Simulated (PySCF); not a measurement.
Planning a core-ionisation job on `FC(F)O[BH2-][PH3+]`.

Method: delta-SCF UKS SCAN, pcX-1 on the ionised atom, pcseg-1 elsewhere, spin-free X2C (PySCF 2.14.0). Geometry: PBE0-D3(BJ)/def2-SVP. Work: ΔSCF core ionisation, 6 holes, density fitting. A driver script takes a list of jobs; this job's settings line and coordinates (Å) are shown.

Command:
```bash
OMP_NUM_THREADS=1 python probes_run.py task.json out
```

Input:
```
{"job": {"kind": "xps", "basis": "pcX-1"}, "charge": 0, "multiplicity": 1}
F     -1.160730    -1.252672     0.598500
C     -1.770480    -0.224883    -0.093920
F     -2.823620    -0.764211    -0.714289
O     -0.932765     0.279236    -0.991945
B      0.232686     0.989651    -0.522628
P      1.568170    -0.374356     0.177082
H     -2.120422     0.500794     0.665898
H      0.076991     1.717365     0.451584
H      0.881327     1.474558    -1.431336
H      2.886970     0.125551     0.304573
H      1.800144    -1.513712    -0.629746
H      1.400957    -0.985734     1.441948
```

Hardware: Arm Neoverse V2, one thread (shared host). PySCF's memory limit was set to 1760 MB.

The basis has 140 functions.

How long does the run take?

About 27 s. The run took 98 SCF cycles in all, 4.5 s a hole on average.

Estimate the peak memory.

About 0.57 GiB. Peak memory is the resident size of the whole Python process, interpreter and libraries included.

Other jobs ran on the host; a repeat could differ by tens of per cent or more.
